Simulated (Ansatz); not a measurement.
`C[O][Zr]([Cl])([NH]C(C)C)[O]C` and `C[O][Zr]([Cl])([N]=C=O)[O]C` differ in one atom or group.

Ansatz, PBE0-D4/def2-TZVP geometries, multiplicity 1. Each molecule was computed in one conformer, which needn't be the lowest.

Elements past krypton have def2 core potentials.

| property | `C[O][Zr]([Cl])([NH]C(C)C)[O]C` |
| --- | --- |
| LUMO energy (B3LYP/def2-TZVPP) / eV | -0.49 |
| HOMO–LUMO gap (PBE0/def2-TZVPP) / eV | 6.46 |
| HOMO energy (ωB97M-V/def2-TZVPP) / eV | -9.01 |
| size of the dipole moment (PBE/def2-TZVPP) / D | 3.49 |
| LUMO energy (ωB97M-V/def2-TZVPP) / eV | 0.91 |
| HOMO energy (PBE/def2-TZVPP) / eV | -5.43 |

Problem. Give the same properties after the change, and the shifts. (An estimate is asked.)

Solution. The calculation gave: 
| property | `C[O][Zr]([Cl])([N]=C=O)[O]C` | shift |
| --- | --- | --- |
| LUMO energy (B3LYP/def2-TZVPP) / eV | -1.38 | -0.89 |
| HOMO–LUMO gap (PBE0/def2-TZVPP) / eV | 7.19 | 0.73 |
| HOMO energy (ωB97M-V/def2-TZVPP) / eV | -10.61 | -1.60 |
| size of the dipole moment (PBE/def2-TZVPP) / D | 4.57 | 1.08 |
| LUMO energy (ωB97M-V/def2-TZVPP) / eV | 0.62 | -0.29 |
| HOMO energy (PBE/def2-TZVPP) / eV | -6.93 | -1.50 |

With PBE0 the HOMO falls by 1.63 eV and the LUMO falls by 0.90 eV, so the gap widens by about 0.73 eV. PBE moves the HOMO by -1.50 eV and ωB97M-V by -1.60 eV. Dipoles are sizes alone; their direction can turn.

B3LYP here is the variant with VWN-RPA as its local correlation; programs differ in this.
